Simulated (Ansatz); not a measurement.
Ansatz (a first-principles code) input (B3LYP-D3(BJ)/def2-TZVP):

Ansatz 0.2 input:
```yaml
crystal:
  periodic: [false, false, false]
  atoms:
    - {symbol: C, position_ang: [-0.60815044, -0.11209745, -0.14462604]}
    - {symbol: N, position_ang: [0.74246341, -0.07799625, -0.05826837]}
    - {symbol: C, position_ang: [1.92295440, -0.18026112, -0.12869805]}
    - {symbol: H, position_ang: [-1.06018151, -0.46025178, 0.81073565]}
    - {symbol: H, position_ang: [-1.01748851, 0.89085809, -0.39750919]}
basis:
  gaussian:
    orbitals: def2-TZVP
hamiltonian:
  xc: b3lyp
  dispersion: d3bj
total_charge: -1
relax: {f_tol: 0.002, max_steps: 150}
```

End of the output:

```
603 factors; their error is unknown
mean field: 0.25 GiB planned
mean field -3595.93954512 eV, -132.1483408677 hartree, gradient 1.0e-5 eV, S^2 0.000000; 0 other end points of the search recorded, 0 dependent functions left out
the calculation of the forces begins
reference -3595.93975971 eV, -132.1483487539 hartree; 11, 11 occupied and 94, 94 virtual orbitals, 603 factors
relax step   3: F+E_penalty+E_count = -3596.05702184 eV  Δ(F+E_penalty+E_count) = -1.284e-2 eV  max|allowed force component| = 1.157e-1 eV/Å  Δτ_max = 0.0149 Å  (32 SCF iters, accepted)
these checks for a lower state are left out or cut short: starts, cluster_reference, orbital_swaps, neighbouring_geometries, increment
integrals: 0.02 GiB planned
603 factors; their error is unknown
mean field: 0.25 GiB planned
mean field evaluation 32: about -3595.9413 eV, gradient 2.9e-1 eV
mean field -3595.94139885 eV, -132.1484089910 hartree, gradient 8.9e-6 eV, S^2 0.000000; 0 other end points of the search recorded, 0 dependent functions left out
the calculation of the forces begins
reference -3595.94161378 eV, -132.1484168896 hartree; 11, 11 occupied and 94, 94 virtual orbitals, 603 factors
relax step   4: F+E_penalty+E_count = -3596.05895968 eV  Δ(F+E_penalty+E_count) = -1.938e-3 eV  max|allowed force component| = 1.523e-1 eV/Å  Δτ_max = 0.0090 Å  (32 SCF iters, accepted)
these checks for a lower state are left out or cut short: starts, cluster_reference, orbital_swaps, neighbouring_geometries, increment
integrals: 0.02 GiB planned
603 factors; their error is unknown
mean field: 0.25 GiB planned
mean field -3595.94196554 eV, -132.1484298168 hartree, gradient 8.7e-6 eV, S^2 0.000000; 0 other end points of the search recorded, 0 dependent functions left out
the calculation of the forces begins
reference -3595.94218045 eV, -132.1484377144 hartree; 11, 11 occupied and 94, 94 virtual orbitals, 603 factors
relax step   5: F+E_penalty+E_count = -3596.05956245 eV  Δ(F+E_penalty+E_count) = -6.028e-4 eV  max|allowed force component| = 4.605e-2 eV/Å  Δτ_max = 0.0100 Å  (32 SCF iters, accepted)
these checks for a lower state are left out or cut short: starts, cluster_reference, orbital_swaps, neighbouring_geometries, increment
integrals: 0.02 GiB planned
603 factors; their error is unknown
mean field: 0.25 GiB planned
mean field -3595.94198060 eV, -132.1484303700 hartree, gradient 8.7e-6 eV, S^2 0.000000; 0 other end points of the search recorded, 0 dependent functions left out
the calculation of the forces begins
reference -3595.94219554 eV, -132.1484382689 hartree; 11, 11 occupied and 94, 94 virtual orbitals, 603 factors
relax step   6: F+E_penalty+E_count = -3596.05958915 eV  Δ(F+E_penalty+E_count) = -2.670e-5 eV  max|allowed force component| = 1.784e-3 eV/Å  Δτ_max = 0.0012 Å  (34 SCF iters, accepted)
integrals: 0.02 GiB planned
603 factors; their error is unknown
mean field: 0.25 GiB planned
mean field evaluation 64: about -3595.9385 eV, gradient 2.2e-2 eV
mean field -3595.94198060 eV, -132.1484303700 hartree, gradient 8.7e-6 eV, S^2 0.000000; 1 other end points of the search recorded, 0 dependent functions left out
the calculation of the forces begins
reference -3595.94219554 eV, -132.1484382689 hartree; 11, 11 occupied and 94, 94 virtual orbitals, 603 factors
Total energy: -3596.05980409 eV, -132.1527603035 hartree
Atom 0 at    -0.637320    -0.110442    -0.143412 Å, force    -0.000156    -0.001313    -0.001510 eV/Å
Atom 1 at     0.753566    -0.103764    -0.085980 Å, force     0.001784     0.000063     0.000184 eV/Å
Atom 2 at     1.927469    -0.163353    -0.110431 Å, force     0.000317    -0.000078    -0.000106 eV/Å
Atom 3 at    -1.053576    -0.451005     0.809754 Å, force    -0.000975     0.000766     0.000631 eV/Å
Atom 4 at    -1.010542     0.888816    -0.388297 Å, force    -0.000969     0.000562     0.000802 eV/Å
Dipole moment:    -0.241998     0.197686     0.212381 e Å
```

It need not be the lowest isomer of its formula. Whether it binds its extra electron was not tested at this geometry.
